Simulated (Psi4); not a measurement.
Input file for Psi4: SAPT0/jun-cc-pV(D+d)Z on CH4O2 (a complex), monomers drawn apart or pushed together.

```
memory 2025 MB

molecule dimer {
0 1
O    -0.15034444    0.43763072   -0.11457981
H     0.49207440    0.16848233   -0.77929745
H    -0.52355021   -0.38205229    0.22990852
--
0 1
C     0.00458516    0.60717001    2.41879472
O    -0.39931194   -0.51337109    2.57949786
H     1.08408615    0.84710345    2.41999051
H    -0.67750094    1.46269446    2.26739492
units angstrom
symmetry c1
no_reorient
no_com
}

set {
  basis jun-cc-pV(D+d)Z
  scf_type df
  freeze_core true
}

energy('sapt0')
```

Output:

```
[...]
==> Input File <==

--------------------------------------------------------------------------
memory 2025 MB

molecule dimer {
0 1
O    -0.15034444    0.43763072   -0.11457981
H     0.49207440    0.16848233   -0.77929745
H    -0.52355021   -0.38205229    0.22990852
--
0 1
C     0.00458516    0.60717001    2.41879472
O    -0.39931194   -0.51337109    2.57949786
H     1.08408615    0.84710345    2.41999051
H    -0.67750094    1.46269446    2.26739492
units angstrom
symmetry c1
no_reorient
no_com
}

set {
  basis jun-cc-pV(D+d)Z
  scf_type df
  freeze_core true
}

energy('sapt0')
--------------------------------------------------------------------------


   => Loading Basis Set <=

    Name: JUN-CC-PV(D+D)Z
    Role: ORBITAL
    Keyword: BASIS
    atoms 1, 5     entry O          line   256 file jun-cc-pv_dpd_z.gbs
    atoms 2-3, 6-7 entry H          line    60 file jun-cc-pv_dpd_z.gbs
    atoms 4        entry C          line   188 file jun-cc-pv_dpd_z.gbs

   => Loading Basis Set <=

    Name: JUN-CC-PV(D+D)Z
    Role: ORBITAL
    Keyword: BASIS
    atoms 1, 5     entry O          line   256 file jun-cc-pv_dpd_z.gbs
    atoms 2-3, 6-7 entry H          line    60 file jun-cc-pv_dpd_z.gbs
    atoms 4        entry C          line   188 file jun-cc-pv_dpd_z.gbs


  //>>>>>>>>>>>>>>>>>>>>>>>>>>>>>>>>>>>//
  //              Dimer HF             //
  //<<<<<<<<<<<<<<<<<<<<<<<<<<<<<<<<<<<//

   => Libint2 <=

    Primary   basis highest AM E, G, H:  7, 6, 3
    Auxiliary basis highest AM E, G, H:  7, 7, 4
    Onebody   basis highest AM E, G, H:  -, -, -
    Solid Harmonics ordering:            Gaussian


   => Loading Basis Set <=

    Name: JUN-CC-PV(D+D)Z
    Role: ORBITAL
    Keyword: BASIS
    atoms 1, 5     entry O          line   256 file jun-cc-pv_dpd_z.gbs
    atoms 2-3, 6-7 entry H          line    60 file jun-cc-pv_dpd_z.gbs
    atoms 4        entry C          line   188 file jun-cc-pv_dpd_z.gbs


         ---------------------------------------------------------
                                   SCF
               by Justin Turney, Rob Parrish, Andy Simmonett
                          and Daniel G. A. Smith
                              RHF Reference
                        1 Threads,   1931 MiB Core
         ---------------------------------------------------------

  ==> Geometry <==

    Molecular point group: c1
    Full point group: C1

    Geometry (in Angstrom), charge = 0, multiplicity = 1:

       Center              X                  Y                   Z               Mass
    ------------   -----------------  -----------------  -----------------  -----------------
         O           -0.150344440000     0.437630720000    -0.114579810000    15.994914619570
         H            0.492074400000     0.168482330000    -0.779297450000     1.007825032230
         H           -0.523550210000    -0.382052290000     0.229908520000     1.007825032230
         C            0.004585160000     0.607170010000     2.418794720000    12.000000000000
         O           -0.399311940000    -0.513371090000     2.579497860000    15.994914619570
         H            1.084086150000     0.847103450000     2.419990510000     1.007825032230
         H           -0.677500940000     1.462694460000     2.267394920000     1.007825032230

  Running in c1 symmetry.

  Rotational constants: A =      0.90932  B =      0.08729  C =      0.08215 [cm^-1]
  Rotational constants: A =  27260.69172  B =   2616.94136  C =   2462.82297 [MHz]
  Nuclear repulsion =   71.302375761274050

  Charge       = 0
  Multiplicity = 1
  Electrons    = 26
  Nalpha       = 13
  Nbeta        = 13

  ==> Algorithm <==

  SCF Algorithm Type is DF.
  DIIS enabled.
  MOM disabled.
  Fractional occupation disabled.
  Guess Type is SAD.
  Energy threshold   = 1.00e-08
  Density threshold  = 1.00e-08
  Integral threshold = 1.00e-12

  ==> Primary Basis <==

  Basis Set: JUN-CC-PV(D+D)Z
    Blend: JUN-CC-PV(D+D)Z
    Number of shells: 36
    Number of basis functions: 74
    Number of Cartesian functions: 77
    Spherical Harmonics?: true
    Max angular momentum: 2

   => Loading Basis Set <=

    Name: (JUN-CC-PV(D+D)Z AUX)
    Role: JKFIT
    Keyword: DF_BASIS_SCF
    atoms 1, 5     entry O          line   258 file jun-cc-pvdz-jkfit.gbs
    atoms 2-3, 6-7 entry H          line    70 file jun-cc-pvdz-jkfit.gbs
    atoms 4        entry C          line   146 file jun-cc-pvdz-jkfit.gbs

  ==> Integral Setup <==

  DFHelper Memory: AOs need 0.015 GiB; user supplied 1.414 GiB.
  SCF_SUBTYPE=INCORE selected. In-core MEM_DF algorithm will be used.
  Using in-core AOs.

  ==> MemDFJK: Density-Fitted J/K Matrices <==

    J tasked:                   Yes
    K tasked:                   Yes
    wK tasked:                   No
    OpenMP threads:               1
    Algorithm:                 Core
    Schwarz Cutoff:           1E-12
    Mask sparsity (%):       0.0000
    Fitting Condition:        1E-10

   => Auxiliary Basis Set <=

  Basis Set: (JUN-CC-PV(D
[...]
y =             31.3544698466497458
    One-Electron Energy =                -217.3502318172628236
    Two-Electron Energy =                  72.1128548161665037
    Total Energy =                       -113.8829071544465705

Computation Completed


Properties will be evaluated at   0.000000,   0.000000,   0.000000 [a0]

Properties computed using the SCF density matrix


 Multipole Moments:

 ------------------------------------------------------------------------------------
     Multipole            Electronic (a.u.)      Nuclear  (a.u.)        Total (a.u.)
 ------------------------------------------------------------------------------------

 L = 1.  Multiply by 2.5417464519 to convert [e a0] to [Debye]
 Dipole X            :          5.6021775           -5.2163988            0.3857787
 Dipole Y            :         -2.4170440            3.4881496            1.0711055
 Dipole Z            :        -75.4290029           75.2793881           -0.1496148
 Magnitude           :                                                    1.1482495

 ------------------------------------------------------------------------------------

  Constructing Basis Sets for SAPT...

   => Loading Basis Set <=

    Name: (JUN-CC-PV(D+D)Z AUX)
    Role: RIFIT
    Keyword: DF_BASIS_SAPT
    atoms 1, 5     entry O          line   188 file jun-cc-pvdz-ri.gbs
    atoms 2-3, 6-7 entry H          line    30 file jun-cc-pvdz-ri.gbs
    atoms 4        entry C          line   100 file jun-cc-pvdz-ri.gbs

   => Loading Basis Set <=

    Name: (JUN-CC-PV(D+D)Z AUX)
    Role: JKFIT
    Keyword: DF_BASIS_ELST
    atoms 1, 5     entry O          line   258 file jun-cc-pvdz-jkfit.gbs
    atoms 2-3, 6-7 entry H          line    70 file jun-cc-pvdz-jkfit.gbs
    atoms 4        entry C          line   146 file jun-cc-pvdz-jkfit.gbs


  //>>>>>>>>>>>>>>>>>>>>>>>>>>>>>>>>>>>//
  //               SAPT0               //
  //<<<<<<<<<<<<<<<<<<<<<<<<<<<<<<<<<<<//



        SAPT0
    Ed Hohenstein
     6 June 2009

      Orbital Information
  --------------------------
    NSO        =        74
    NMO        =        74
    NRI        =       251
    NRI (Elst) =       329
    NOCC A     =         5
    NOCC B     =         8
    FOCC A     =         1
    FOCC B     =         2
    NVIR A     =        69
    NVIR B     =        66

    Elst10,r            =    -0.015457499849 [Eh]
    Exch10              =     0.018575342880 [Eh]
    Exch10 (S^2)        =     0.018391828073 [Eh]

    Maxiter = 50
    CPHF R converge = 1.000000E-08

    Iter     Energy [mEh]          dE [mEh]         Residual      Time [s]
       1      -3.32974887       3.329748867     9.909591e-03             0
       2      -4.35935897       1.029610103     1.910238e-03             0
       3      -4.33309314      -0.026265832     5.401194e-04             0
       4      -4.33055935      -0.002533784     1.720291e-04             0
       5      -4.33127261       0.000713253     5.279135e-05             0
       6      -4.33185555       0.000582942     1.095806e-05             0
       7      -4.33168941      -0.000166135     1.937078e-06             0
       8      -4.33171035       0.000020936     3.788121e-07             0
       9      -4.33170761      -0.000002745     8.457969e-08             0
      10      -4.33170795       0.000000348     1.919375e-08             0
      11      -4.33170794      -0.000000013     3.329592e-09             0

    CHF Iterations converged

    Maxiter = 50
    CPHF R converge = 1.000000E-08

    Iter     Energy [mEh]          dE [mEh]         Residual      Time [s]
       1      -3.22316084       3.223160843     1.205218e-02             0
       2      -3.56998721       0.346826369     5.322588e-03             0
       3      -3.88005108       0.310063871     1.174186e-03             0
       4      -3.86562122      -0.014429863     5.044679e-04             0
       5      -3.85607141      -0.009549806     1.524876e-04             0
       6      -3.86002817       0.003956761     3.364558e-05             0
       7      -3.85951787      -0.000510305     9.068004e-06             0
       8      -3.85960519       0.000087326     5.022238e-06             0
       9      -3.85959176      -0.000013430     1.221742e-06             0
      10      -3.85958655      -0.000005216     2.400727e-07             0
      11      -3.85958783       0.000001281     4.157243e-08             0
      12      -3.85958787       0.000000042     1.092315e-08             0
      13      -3.85958782      -0.000000049     2.570505e-09             0

    CHF Iterations converged

    Ind20,r (A<-B)      =    -0.004331707942 [Eh]
    Ind20,r (B<-A)      =    -0.003859587823 [Eh]
    Ind20,r             =    -0.008191295765 [Eh]
    Exch-Ind20,r (A<-B) =     0.003480766656 [Eh]
    Exch-Ind20,r (B<-A) =     0.002874014844 [Eh]
    Exch-Ind20,r        =     0.006354781499 [Eh]
    Disp20              =    -0.004746562894 [Eh]
    Disp20 (SS)         =    -0.002373281447 [Eh]
    Disp20 (OS)         =    -0.002373281447 [Eh]
    Exch-Disp20         =     0.001078069929 [Eh]
    Exch-Disp20 (SS)    =     0.000590587273 [Eh]
    Exch-Disp20 (OS)    =     0.000487482656 [Eh]

    SAPT Results
  --------------------------------------------------------------------------------------------------------
    Electrostatics                -15.45749985 [mEh]      -9.69972760 [kcal/mol]     -40.58366026 [kJ/mol]
      Elst10,r                    -15.45749985 [mEh]      -9.69972760 [kcal/mol]     -40.58366026 [kJ/mol]

    Exchange                       18.57534288 [mEh]      11.65620364 [kcal/mol]      48.76955601 [kJ/mol]
      Exch10                       18.57534288 [mEh]      11.65620364 [kcal/mol]      48.76955601 [kJ/mol]
      Exch10(S^2)                  18.39182807 [mEh]      11.54104636 [kcal/mol]      48.28773795 [kJ/mol]

    Induction                      -3.48310618 [mEh]      -2.18568212 [kcal/mol]      -9.14489401 [kJ/mol]
      Ind20,r                      -8.19129576 [mEh]      -5.14011569 [kcal/mol]     -21.50624407 [kJ/mol]
      Exch-Ind20,r                  6.35478150 [mEh]       3.98768559 [kcal/mol]      16.68447653 [kJ/mol]
      delta HF,r (2)               -1.64659191 [mEh]      -1.03325202 [kcal/mol]      -4.32312647 [kJ/mol]

    Dispersion                     -3.66849296 [mEh]      -2.30201409 [kcal/mol]      -9.63162695 [kJ/mol]
      Disp20                       -4.74656289 [mEh]      -2.97851318 [kcal/mol]     -12.46209916 [kJ/mol]
      Exch-Disp20                   1.07806993 [mEh]       0.67649909 [kcal/mol]       2.83047221 [kJ/mol]
      Disp20 (SS)                  -2.37328145 [mEh]      -1.48925659 [kcal/mol]      -6.23104958 [kJ/mol]
      Disp20 (OS)                  -2.37328145 [mEh]      -1.48925659 [kcal/mol]      -6.23104958 [kJ/mol]
      Exch-Disp20 (SS)              0.59058727 [mEh]       0.37059911 [kcal/mol]       1.55058667 [kJ/mol]
      Exch-Disp20 (OS)              0.48748266 [mEh]       0.30589999 [kcal/mol]       1.27988554 [kJ/mol]

  Total HF                         -0.36526315 [mEh]      -0.22920608 [kcal/mol]      -0.95899826 [kJ/mol]
  Total SAPT0                      -4.03375611 [mEh]      -2.53122017 [kcal/mol]     -10.59062521 [kJ/mol]

  Special recipe for scaled SAPT0 (see Manual):
    Electrostatics sSAPT0         -15.45749985 [mEh]      -9.69972760 [kcal/mol]     -40.58366026 [kJ/mol]
    Exchange sSAPT0                18.57534288 [mEh]      11.65620364 [kcal/mol]      48.76955601 [kJ/mol]
    Induction sSAPT0               -3.29097657 [mEh]      -2.06511897 [kcal/mol]      -8.64045779 [kJ/mol]
    Dispersion sSAPT0              -3.63589874 [mEh]      -2.28156091 [kcal/mol]      -9.54605083 [kJ/mol]
  Total sSAPT0                     -3.80903228 [mEh]      -2.39020384 [kcal/mol]     -10.00061287 [kJ/mol]
  --------------------------------------------------------------------------------------------------------



*** Psi4 exiting successfully. Buy a developer a beer!
```

The run finished.

Cost: very roughly 3 core-seconds.
